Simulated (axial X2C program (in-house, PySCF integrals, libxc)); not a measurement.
Correcting the dissociation energy of InCl for spin–orbit coupling

A spin-free PBE0 curve (one-electron X2C) was computed with an in-house all-electron X2C program for linear molecules (integrals from PySCF), basis In dyall-cv3z [11s12p9d4f1g], Cl dyall-av3z [9s8p3d2f] (cores contracted in-house), for the state M_S = 0, Λ = 0 (closed shell). It gives D0 = 4.543 eV to In + Cl, which in a spin-free picture are the weighted means of the ground terms.

Measured levels of the ground terms (NIST Handbook of Basic Atomic Spectroscopic Data), in cm⁻¹: In 2P: J = 1/2 at 0, J = 3/2 at 2212.6; Cl 2P: J = 3/2 at 0, J = 1/2 at 882.4.

The molecular state has Λ = 0, so it has no first-order lowering.

How far does each ground level lie under the (2J+1)-weighted mean of its term?

In: (2 × 0 + 4 × 2212.6)/6 = 1475 cm⁻¹; Cl: (4 × 0 + 2 × 882.4)/6 = 294 cm⁻¹.

Correct D0.

D0 = 4.543 + (0 − 1769)/8065.5 = 4.324 eV at PBE0 with these spin–orbit terms.

Second-order spin–orbit effects in the molecule, which grow quickly with Z, are left out. The state is one determinant whose occupation by symmetry is held fixed; it was picked as the lowest of a PBE0 search that is not exhaustive. Dissociation energies refer to the lowest single-determinant-based atoms at the same level and basis.
